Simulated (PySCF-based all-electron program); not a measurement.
## Distorting H6W, singlet

All-electron Kohn–Sham DFT on the free molecule, computed near the basis limit with an in-house program on PySCF integrals; Koelling–Harmon scalar relativity, no spin–orbit coupling, spin-restricted. Forces are good to about 0.011 eV/Å. Atoms are numbered as listed.

Shape A:

```json
{"atom": "W", "x (Å)": "0.0000", "y (Å)": "0.0000", "z (Å)": "0.0000"}
{"atom": "H", "x (Å)": "1.6591", "y (Å)": "0.0000", "z (Å)": "0.4014"}
{"atom": "H", "x (Å)": "-0.8296", "y (Å)": "1.4369", "z (Å)": "0.4014"}
{"atom": "H", "x (Å)": "-0.8296", "y (Å)": "-1.4369", "z (Å)": "0.4014"}
{"atom": "H", "x (Å)": "0.9921", "y (Å)": "0.0000", "z (Å)": "-1.3359"}
{"atom": "H", "x (Å)": "-0.4961", "y (Å)": "0.8592", "z (Å)": "-1.3359"}
{"atom": "H", "x (Å)": "-0.4961", "y (Å)": "-0.8592", "z (Å)": "-1.3359"}
```

PBE forces:

```json
{"atom": "W1", "Fx": "0.000", "Fy": "0.000", "Fz (eV/Å)": "-0.019"}
{"atom": "H2", "Fx": "0.000", "Fy": "0.000", "Fz (eV/Å)": "-0.001"}
{"atom": "H3", "Fx": "0.000", "Fy": "0.000", "Fz (eV/Å)": "-0.001"}
{"atom": "H4", "Fx": "0.000", "Fy": "0.000", "Fz (eV/Å)": "-0.001"}
{"atom": "H5", "Fx": "-0.012", "Fy": "0.000", "Fz (eV/Å)": "0.007"}
{"atom": "H6", "Fx": "0.006", "Fy": "-0.011", "Fz (eV/Å)": "0.007"}
{"atom": "H7", "Fx": "0.006", "Fy": "0.011", "Fz (eV/Å)": "0.007"}
```

Task: What forces does LDA give in shape A?

Result: The forces move by 0.159 eV/Å (r.m.s. over the atoms) from PBE.

```
atom      Fx      Fy  Fz (eV/Å)
  W1   0.000   0.000      0.106
  H2  -0.131   0.000     -0.126
  H3   0.065  -0.113     -0.126
  H4   0.065   0.113     -0.126
  H5  -0.129   0.000      0.091
  H6   0.064  -0.112      0.091
  H7   0.064   0.112      0.091
```

Task: What forces does PBEsol give in shape A?

Result: The forces move by 0.097 eV/Å (r.m.s. over the atoms) from PBE.

```csv
atom,Fx,Fy,Fz (eV/Å)
W1,0.000,0.000,0.081
H2,-0.069,0.000,-0.080
H3,0.034,-0.059,-0.080
H4,0.034,0.059,-0.080
H5,-0.086,0.000,0.053
H6,0.043,-0.075,0.053
H7,0.043,0.075,0.053
```

Task: What forces does HSE06 give in shape A?

Result: The forces move by 0.242 eV/Å (r.m.s. over the atoms) from PBE.

```tsv
atom	Fx	Fy	Fz (eV/Å)
W1	0.000	0.000	-0.468
H2	-0.133	0.000	-0.027
H3	0.067	-0.116	-0.027
H4	0.067	0.116	-0.027
H5	-0.154	0.000	0.183
H6	0.077	-0.133	0.183
H7	0.077	0.133	0.183
```

Shape B:

| atom | x (Å) | y (Å) | z (Å) |
| --- | --- | --- | --- |
| W | 0.0000 | 0.0000 | 0.0000 |
| H | 1.8251 | 0.0000 | 0.4415 |
| H | -0.8296 | 1.4369 | 0.4014 |
| H | -0.8296 | -1.4369 | 0.4014 |
| H | 0.9921 | 0.0000 | -1.3359 |
| H | -0.4961 | 0.8592 | -1.3359 |
| H | -0.4961 | -0.8592 | -1.3359 |

Against shape A, W1–H2 goes from 1.707 to 1.878 Å.

PBE forces:

```tsv
atom	Fx	Fy	Fz (eV/Å)
W1	1.760	0.000	0.338
H2	-1.665	0.000	-0.351
H3	-0.006	-0.026	-0.018
H4	-0.006	0.026	-0.018
H5	-0.050	0.000	0.005
H6	-0.017	-0.022	0.022
H7	-0.017	0.022	0.022
```

Task: What forces does HSE06 give in shape B?

Result: The forces move by 0.244 eV/Å (r.m.s. over the atoms) from PBE.

```json
{"atom": "W1", "Fx": "1.810", "Fy": "0.000", "Fz (eV/Å)": "-0.098"}
{"atom": "H2", "Fx": "-1.837", "Fy": "0.000", "Fz (eV/Å)": "-0.381"}
{"atom": "H3", "Fx": "0.061", "Fy": "-0.146", "Fz (eV/Å)": "-0.046"}
{"atom": "H4", "Fx": "0.061", "Fy": "0.146", "Fz (eV/Å)": "-0.046"}
{"atom": "H5", "Fx": "-0.201", "Fy": "0.000", "Fz (eV/Å)": "0.178"}
{"atom": "H6", "Fx": "0.054", "Fy": "-0.146", "Fz (eV/Å)": "0.197"}
{"atom": "H7", "Fx": "0.054", "Fy": "0.146", "Fz (eV/Å)": "0.197"}
```
